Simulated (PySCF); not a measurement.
Computed data sheet: `CC#CP1C=CCC1`

Compound: C₇H₉P.
Atom-mapped SMILES: `[CH3:1][C:2]#[C:3][P:4]1[CH:5]=[CH:6][CH2:7][CH2:8]1` (hydrogens: H9, H10, H11 on C1; H12 on C5; H13 on C6; H14, H15 on C7; H16, H17 on C8)

Structure used (GFN2-xTB), in Å, numbered top down from 1:
```xyz
17
C7H9P angstrom
C      3.355    0.036   -0.553
C      2.144    0.011    0.237
C      1.106   -0.005    0.849
P     -0.308   -0.037    1.916
C     -1.163   -1.419    1.069
C     -1.928   -1.036    0.057
C     -1.959    0.429   -0.250
C     -1.392    1.162    0.969
H      3.157   -0.324   -1.562
H      3.741    1.054   -0.609
H      4.111   -0.600   -0.091
H     -1.029   -2.440    1.388
H     -2.497   -1.715   -0.561
H     -1.339    0.612   -1.133
H     -2.971    0.766   -0.483
H     -0.833    2.060    0.703
H     -2.202    1.458    1.642
```

Some functional groups and rings: alkyne, C=C double bond and phosphine.

From GFN2-xTB geometry:

```yaml
Point_group_of_the_GFN2-xTB_geometry: C1
Rotational_constants_A_B_C_of_the_GFN2-xTB_geometry: 3.085, 1.044, 1.003 GHz
```

From PBE0/def2-SVPD ground state and vertical TDDFT (core frozen in the response) (PySCF):

```yaml
Dipole_moment: 1.99 D
HOMO_energy: -6.43 eV
LUMO_energy: -0.23 eV
HOMO–LUMO_gap: 6.20 eV
Lowest_singlet_excitation: 4.88 eV (254 nm, f = 0.014)
Strongest_line_among_the_8_lowest_singlet_transitions: S4 at 6.03 eV (206 nm, f = 0.052)
Lowest_triplet_excitation_Tamm–Dancoff: 4.06 eV
Static_isotropic_polarisability: 105.3 au
Electronic_spatial_extent_⟨r²⟩_about_the_centre_of_nuclear_charge: 1316 bohr²
```

PBE0/pcSseg-1 ground state and GIAO shieldings, non-relativistic (PySCF):

```yaml
Lowest_Hirshfeld_atomic_charge: -0.15 e on C3
Highest_Hirshfeld_atomic_charge: +0.16 e on P4
13C_chemical_shifts_computed_TMS_as_zero_by_class: 152.0 (C6), 136.4 (C5), 109.1 (C2), 84.0 (C3), 38.7 (C7), 32.2 (C8), 6.2 (C1) ppm
1H_chemical_shifts_computed_TMS_as_zero_by_class: 6.69 (H13), 6.30 (H12), 2.87 (H14/H15), 2.06 (H9/H10/H11), 1.95 (H16/H17) ppm
Isotropic_shieldings_of_nuclei_other_than_C_and_H_by_class: 374 (P4) ppm
Mayer_bond_orders_between_heavy_atoms: C1–C2 1.20, C2–C3 2.76, C3–P4 0.83, P4–C5 0.96, C5–C6 1.86, C6–C7 1.04, C7–C8 1.00, C8–P4 0.99
```

Monoisotopic mass from the formula: 124.0442 u.

The 8 singlets span 4.88 to 6.63 eV, and their oscillator strengths add up to 0.22. No computed singlet falls in the visible range (750 to 380 nm, 1.65 to 3.26 eV); S1 lies 1.62 eV above its blue end. With B = h/(8π²I), that is 505.379 GHz u Å² over I, the principal moments of inertia are 163.8, 484.1 and 504.1 u Å² (most abundant isotopes); the inertial defect Ic − Ia − Ib is -143.8 u Å² (zero for a rigid planar frame, negative otherwise). The rotational constants make it an asymmetric top with κ = (2B − A − C)/(A − C) = -0.96, nearer the prolate limit (−1). A dipole of 1.99 D is allowed in C1, and pure rotational transitions are dipole-allowed. The vertical singlet–triplet gap S1 − T1 is 0.82 eV (TDDFT singlet less Tamm–Dancoff triplet; S1: HOMO→LUMO, weight 0.93; T1: HOMO−1→LUMO, weight 0.47, beside HOMO→LUMO, weight 0.28). The principal polarisabilities are 87.7, 94.9 and 133.2 au; their mean is the isotropic value. The largest Löwdin shares of the HOMO are 0.42 on P4, 0.16 on C3, 0.15 on C2 and 0.07 on C5.

Geometry: GFN2-xTB, one conformer, isolated molecule. NMR classes are plain means over equivalent atoms (diastereotopic ones count apart unless rotation or inversion swaps them), as if these changed places fast; in this geometry the members of some classes differ.
